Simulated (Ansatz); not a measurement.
# Nudged elastic band run: F$_{2}$H$_{5}$HfNO$_{2}$

The input (input.yaml):

```yaml
crystal:
  periodic: [false, false, false]
  atoms:
    - { symbol: Hf, position_ang: [0.045328, -0.097793, 0.187871] }
    - { symbol: "N", position_ang: [-0.090062, 0.119774, 2.23668] }
    - { symbol: H, position_ang: [-0.827169, 0.677405, 2.663691] }
    - { symbol: H, position_ang: [0.665566, 0.042546, 2.915245] }
    - { symbol: F, position_ang: [1.732113, 0.398708, -0.602191] }
    - { symbol: O, position_ang: [-1.215969, 1.239119, -0.36736] }
    - { symbol: H, position_ang: [-1.858745, 1.830054, -0.751808] }
    - { symbol: F, position_ang: [-0.782372, -1.701106, -0.564687] }
    - { symbol: O, position_ang: [1.260581, -1.960446, 1.069018] }
    - { symbol: H, position_ang: [0.984289, -2.715326, 0.530974] }
    - { symbol: H, position_ang: [0.79684, -2.068535, 1.912467] }
basis:
  gaussian: { orbitals: def2-SVP }
hamiltonian:
  xc: pbe0
  dispersion: d4
neb:
  order_check: false
  images: 7
  f_tol: 0.05
  max_iterations: 60
  final_atoms:
    - { symbol: Hf, position_ang: [0.2681498, -0.4162391, -0.0342434] }
    - { symbol: "N", position_ang: [0.36424198, 0.04846069, 2.34573648] }
    - { symbol: H, position_ang: [-0.48648475, 0.51628741, 2.6580348] }
    - { symbol: H, position_ang: [1.15623373, 0.63726088, 2.60272255] }
    - { symbol: F, position_ang: [1.94400067, 0.56564673, 0.05523377] }
    - { symbol: O, position_ang: [-1.39853772, 0.60190315, 0.1092157] }
    - { symbol: H, position_ang: [-2.17128556, 0.84636142, -0.40178409] }
    - { symbol: F, position_ang: [0.24331828, -0.82117543, -1.92182296] }
    - { symbol: O, position_ang: [0.23142694, -2.25386507, 0.66091107] }
    - { symbol: H, position_ang: [0.11431157, -3.1320286, 0.29477436] }
    - { symbol: H, position_ang: [0.44502507, -0.82821207, 2.86112173] }
  initial_path:
    images:
      - { positions_ang: [[0.045328, -0.097793, 0.187871], [-0.090062, 0.119774, 2.23668], [-0.827169, 0.677405, 2.663691], [0.665566, 0.042546, 2.915245], [1.732113, 0.398708, -0.602191], [-1.215969, 1.239119, -0.36736], [-1.858745, 1.830054, -0.751808], [-0.782372, -1.701106, -0.564687], [1.260581, -1.960446, 1.069018], [0.984289, -2.715326, 0.530974], [0.79684, -2.068535, 1.912467]] }
      - { positions_ang: [[0.0349389, -0.07243309, 0.14125343], [-0.07216993, 0.08749512, 2.31782774], [-0.84476304, 0.43522368, 2.76832357], [0.71200912, 0.09872432, 2.96150047], [1.76819891, 0.30503926, -0.61202849], [-1.15713833, 1.35115242, -0.44750858], [-1.87763869, 1.73477839, -0.79382339], [-0.81382948, -1.68011259, -0.59203734], [1.25828581, -1.9371225, 0.98928807], [0.91156945, -2.7124564, 0.56235438], [0.79093728, -1.84588861, 1.93475014]] }
      - { positions_ang: [[0.0245498, -0.04707318, 0.09463586], [-0.05427787, 0.05521623, 2.39897547], [-0.86235709, 0.19304236, 2.87295614], [0.75845223, 0.15490264, 3.00775594], [1.80428483, 0.21137052, -0.62186598], [-1.09830766, 1.46318584, -0.52765715], [-1.89653237, 1.63950277, -0.83583878], [-0.84528696, -1.65911917, -0.61938768], [1.25599063, -1.913799, 0.90955814], [0.8388499, -2.70958679, 0.59373475], [0.78503456, -1.62324222, 1.95703328]] }
      - { positions_ang: [[0.01416071, -0.02171327, 0.04801829], [-0.0363858, 0.02293735, 2.48012321], [-0.87995113, -0.04913896, 2.97758871], [0.80489535, 0.21108096, 3.05401141], [1.84037074, 0.11770178, -0.63170346], [-1.039477, 1.57521925, -0.60780573], [-1.91542606, 1.54422716, -0.87785417], [-0.87674445, -1.63812576, -0.64673801], [1.25369544, -1.8904755, 0.82982822], [0.76613035, -2.70671719, 0.62511513], [0.77913183, -1.40059582, 1.97931642]] }
      - { positions_ang: [[0.00377161, 0.00364664, 0.00140072], [-0.01849373, -0.00934154, 2.56127095], [-0.89754517, -0.29132028, 3.08222127], [0.85133847, 0.26725928, 3.10026688], [1.87645666, 0.02403304, -0.64154095], [-0.98064633, 1.68725267, -0.68795431], [-1.93431974, 1.44895155, -0.91986957], [-0.90820193, -1.61713235, -0.67408835], [1.25140026, -1.867152, 0.75009829], [0.6934108, -2.70384758, 0.65649551], [0.77322911, -1.17794943, 2.00159956]] }
      - { positions_ang: [[0.06986615, -0.10132479, -0.00751031], [0.0771902, 0.00510902, 2.50738733], [-0.79478007, -0.08941836, 2.97617465], [0.92756228, 0.35975968, 2.9758808], [1.89334266, 0.15943646, -0.46734727], [-1.08511917, 1.41591529, -0.48866181], [-1.9935612, 1.29830402, -0.7903482], [-0.62032188, -1.41814312, -0.986022], [0.99640693, -1.96383027, 0.72780148], [0.54863599, -2.81089284, 0.56606522], [0.6911781, -1.09051509, 2.2164801]] }
      - { positions_ang: [[0.1359607, -0.20629623, -0.01642134], [0.17287412, 0.01955958, 2.45350371], [-0.69201496, 0.11248356, 2.87012803], [1.0037861, 0.45226008, 2.85149472], [1.91022866, 0.29483988, -0.29315359], [-1.18959202, 1.14457791, -0.28936931], [-2.05280265, 1.14765648, -0.66082683], [-0.33244182, -1.21915389, -1.29795566], [0.7414136, -2.06050854, 0.70550468], [0.40386118, -2.91793809, 0.47563493], [0.60912709, -1.00308075, 2.43136065]] }
      - { positions_ang: [[0.20205525, -0.31126766, -0.02533237], [0.26855805, 0.03401013, 2.3996201], [-0.58924986, 0.31438549, 2.76408141], [1.08000991, 0.54476048, 2.72710863], [1.92711466, 0.43024331, -0.11895991], [-1.29406487, 0.87324053, -0.09007681], [-2.11204411, 0.99700895, -0.53130546], [-0.04456177, -1.02016466, -1.60988931], [0.48642027, -2.15718681, 0.68320787], [0.25908637, -3.02498335, 0.38520465], [0.52707608, -0.91564641, 2.64624119]] }
      - { positions_ang: [[0.2681498, -0.4162391, -0.0342434], [0.36424198, 0.04846069, 2.34573648], [-0.48648475, 0.51628741, 2.6580348], [1.15623373, 0.63726088, 2.60272255], [1.94400067, 0.56564673, 0.05523377], [-1.39853772, 0.60190315, 0.1092157], [-2.17128556, 0.84636142, -0.40178409], [0.24331828, -0.82117543, -1.92182296], [0.23142694, -2.25386507, 0.66091107], [0.11431157, -3.1320286, 0.29477436], [0.44502507, -0.82821207, 2.86112173]] }
```

Command:

```bash
$ ansatz run input.yaml --threads 4 --pin off --max-ram 5120MiB --backend cpu --events-out ev --progress --plain --runs-dir out
```

Output, in part (warnings, iteration lines, the closing report on the highest movable image, with atoms numbered from 0):

```
NEB end point (image 0): max|allowed force component| = 2.344e-2 eV/Å (the criterion of neb.relax_end_points is 1.000e-2)
NEB end point (image 8): max|allowed force component| = 2.801e-2 eV/Å (the criterion of neb.relax_end_points is 1.000e-2)
NEB iter   1: max|band force component| = 8.469e0 eV/Å  barrier→ = 3.2546 eV  barrier← = 4.2480 eV  Δτ_max = 0.2000 Å  (259 SCF iters)
NEB iter   2: max|band force component| = 2.544e0 eV/Å  barrier→ = 0.9446 eV  barrier← = 1.9380 eV  Δτ_max = 0.2000 Å  (237 SCF iters)
NEB iter   3: max|band force component| = 1.905e0 eV/Å  barrier→ = 0.5000 eV  barrier← = 1.4935 eV  Δτ_max = 0.1956 Å  (242 SCF iters)
NEB iter   4: max|band force component| = 2.219e0 eV/Å  barrier→ = 0.3464 eV  barrier← = 1.3398 eV  Δτ_max = 0.0994 Å  (230 SCF iters)
NEB iter   5: max|band force component| = 1.684e0 eV/Å  barrier→ = 0.2856 eV  barrier← = 1.2790 eV  Δτ_max = 0.0992 Å  (215 SCF iters)
NEB iter   6: max|band force component| = 7.654e-1 eV/Å  barrier→ = 0.1493 eV  barrier← = 1.1427 eV  Δτ_max = 0.1491 Å  (210 SCF iters)
NEB iter   7: max|band force component| = 5.946e-1 eV/Å  barrier→ = 0.0886 eV  barrier← = 1.0820 eV  Δτ_max = 0.0965 Å  (218 SCF iters)
NEB iter   8: max|band force component| = 3.534e-1 eV/Å  barrier→ = 0.0815 eV  barrier← = 1.0750 eV  CI = image 2  Δτ_max = 0.1980 Å  (210 SCF iters)
NEB iter   9: max|band force component| = 3.812e0 eV/Å  barrier→ = 0.1624 eV  barrier← = 1.1558 eV  CI = image 2  Δτ_max = 0.0990 Å  (221 SCF iters)
NEB iter  10: max|band force component| = 2.772e-1 eV/Å  barrier→ = 0.1566 eV  barrier← = 1.1501 eV  CI = image 2  Δτ_max = 0.0678 Å  (214 SCF iters)
NEB iter  11: max|band force component| = 3.175e-1 eV/Å  barrier→ = 0.1676 eV  barrier← = 1.1610 eV  CI = image 2  Δτ_max = 0.0340 Å  (214 SCF iters)
NEB iter  12: max|band force component| = 2.122e-1 eV/Å  barrier→ = 0.1612 eV  barrier← = 1.1546 eV  CI = image 2  Δτ_max = 0.0338 Å  (215 SCF iters)
NEB iter  13: max|band force component| = 1.137e-1 eV/Å  barrier→ = 0.1577 eV  barrier← = 1.1511 eV  CI = image 2  Δτ_max = 0.0677 Å  (212 SCF iters)
NEB iter  14: max|band force component| = 1.016e-1 eV/Å  barrier→ = 0.1527 eV  barrier← = 1.1461 eV  CI = image 2  Δτ_max = 0.0669 Å  (213 SCF iters)
NEB iter  15: max|band force component| = 7.060e-2 eV/Å  barrier→ = 0.1490 eV  barrier← = 1.1424 eV  CI = image 2  Δτ_max = 0.0672 Å  (212 SCF iters)
NEB iter  16: max|band force component| = 6.171e-2 eV/Å  barrier→ = 0.1462 eV  barrier← = 1.1396 eV  CI = image 2  Δτ_max = 0.0357 Å  (216 SCF iters)
NEB iter  17: max|band force component| = 4.931e-2 eV/Å  barrier→ = 0.1445 eV  barrier← = 1.1379 eV  CI = image 2  Δτ_max = 0.0400 Å  (219 SCF iters)
NEB iter  18: max|band force component| = 4.931e-2 eV/Å  barrier→ = 0.1434 eV  barrier← = 1.1369 eV  CI = image 2  Δτ_max = 0.0205 Å  (31 SCF iters)
NEB iter  19: max|band force component| = 5.970e-2 eV/Å  barrier→ = 0.1430 eV  barrier← = 1.1365 eV  CI = image 2  Δτ_max = 0.0676 Å  (31 SCF iters)
NEB iter  20: max|band force component| = 9.363e-2 eV/Å  barrier→ = 0.1428 eV  barrier← = 1.1363 eV  CI = image 2  Δτ_max = 0.0339 Å  (215 SCF iters)
NEB iter  21: max|band force component| = 1.130e-1 eV/Å  barrier→ = 0.1427 eV  barrier← = 1.1361 eV  CI = image 2  Δτ_max = 0.0170 Å  (217 SCF iters)
NEB iter  22: max|band force component| = 4.618e-2 eV/Å  barrier→ = 0.1425 eV  barrier← = 1.1360 eV  CI = image 2  Δτ_max = 0.0000 Å  (420 SCF iters)
Total energy: -12393.91538385 eV, -455.4679894590 hartree
Atom 0 at     0.137114    -0.230807     0.013158 Å, force    -0.005506    -0.005782    -0.001826 eV/Å
Atom 1 at     0.046037    -0.141883     2.216815 Å, force     0.000837    -0.000122     0.001134 eV/Å
Atom 2 at    -0.868313    -0.106508     2.666753 Å, force    -0.000195    -0.001194    -0.000161 eV/Å
Atom 3 at     0.633051     0.533261     2.707745 Å, force    -0.002072     0.000986     0.000987 eV/Å
Atom 4 at     1.785003     0.407164    -0.732697 Å, force     0.001821    -0.000445    -0.001066 eV/Å
Atom 5 at    -1.071340     1.233072    -0.289695 Å, force     0.001667     0.002149     0.002974 eV/Å
Atom 6 at    -1.757156     1.885896    -0.407364 Å, force     0.000615     0.000060    -0.002112 eV/Å
Atom 7 at    -0.814892    -1.585307    -0.977124 Å, force     0.000271     0.002881     0.002727 eV/Å
Atom 8 at     1.068316    -1.951485     1.074119 Å, force    -0.001017    -0.001299     0.003055 eV/Å
Atom 9 at     0.909252    -2.897699     1.009061 Å, force     0.003122     0.000745    -0.001081 eV/Å
Atom 10 at     0.643327    -1.381304     1.949129 Å, force     0.000458     0.002021    -0.004631 eV/Å
Dipole moment:    -0.392793     0.057456     0.730985 e Å
```

The run converged. The band force fell under the threshold earlier too, but the program's further tests of the path sent the band on. A vibrational analysis at the climbing image gives one clearly imaginary mode, 669i cm⁻¹: a first-order saddle point. The orbitals stay closed-shell, which can raise the energy where a bond breaks towards radicals; this wasn't checked here.

Final band (atoms are numbered from 1 in the order of the input):

```tsv
image	path coordinate (Å)	energy (eV)	O9–H11 (Å)	N2–H11 (Å)
0	0.00	0.000	0.97	2.38
1	0.81	0.016	0.99	1.96
2	1.62	0.143	1.13	1.40
3	2.26	-0.425	1.69	1.05
4	2.90	-0.646	1.99	1.03
5	3.54	-0.787	2.19	1.02
6	4.18	-0.915	2.38	1.02
7	4.82	-0.983	2.65	1.02
8	5.46	-0.993	2.63	1.02
```

Run time: 6.4 min on 4 threads of Arm Neoverse V1, on a shared host, peak memory 0.36 GiB.
